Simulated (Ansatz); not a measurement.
A nudged elastic band was laid between two geometries of C2H3FOZn (8 atoms, charge 0, multiplicity 1).

The calculation used RKS PBE0-D4/def2-SVP (Ansatz).

```yaml
movable_images: 5
climbing_image: yes
spring: 5.0 eV/Å²
optimiser: quadratic models (default)
start_path: through a guess of the saddle point
force_threshold: 0.05 eV/Å
iteration_limit: 60
end_points: relaxed
```

First end point:

```xyz
8
Properties=species:S:1:pos:R:3
F -3.450 -0.635 0.175
Zn -1.786 -0.119 0.264
C 0.063 0.443 0.349
C 1.144 -0.273 -0.352
O 0.658 0.943 -0.847
H 0.377 0.998 1.247
H 2.162 -0.247 0.062
H 0.924 -1.166 -0.955
```

Last end point:

```xyz
8
Properties=species:S:1:pos:R:3
F -3.495 -0.404 0.855
Zn -1.865 -0.334 0.217
C -0.279 -0.185 -0.846
C 1.094 -0.305 -0.345
O 0.810 1.110 -0.178
H 0.529 1.254 0.735
H 1.401 -0.789 0.601
H 1.897 -0.404 -1.094
```

What changes between the two ends?

Bonds broken: C3–H6. Bonds formed: O5–H6.

What energy profile does the band end with?

The forces met the threshold. The highest image is number 4 of 0 to 6, 3.47 eV above the first end and 0.20 eV above the last; the last end lies 3.27 eV above the first. Neighbouring images differ by up to 2.6 eV, so the band resolves the path poorly. A vibrational analysis at the climbing image gives one clearly imaginary mode, 243i cm⁻¹: a first-order saddle point. The orbitals stay closed-shell, which can raise the energy where a bond breaks towards radicals; this wasn't checked here.

```
image  path coordinate (Å)  energy (eV)  C3–H6 (Å)  O5–H6 (Å)
    0                 0.00         0.00       1.10       2.11
    1                 0.67         0.59       1.09       1.82
    2                 1.34         3.19       1.35       1.20
    3                 2.01         3.20       2.07       0.97
    4                 2.68         3.47       2.15       0.97
    5                 3.26         3.33       2.25       0.97
    6                 3.83         3.27       2.28       0.97
```

What is the geometry of the highest image?


```xyz
8
Properties=species:S:1:pos:R:3
F -3.745 -0.498 0.604
Zn -2.035 -0.397 0.262
C -0.261 -0.282 -0.141
C 1.145 -0.319 -0.340
O 0.659 1.079 -0.238
H 0.842 1.374 0.667
H 1.881 -0.544 0.465
H 1.606 -0.471 -1.335
```

Run time: 3.8 min on 2 threads of Intel(R) Xeon(R) Platinum 8488C (Sapphire Rapids), on a shared host, peak memory 0.25 GiB.
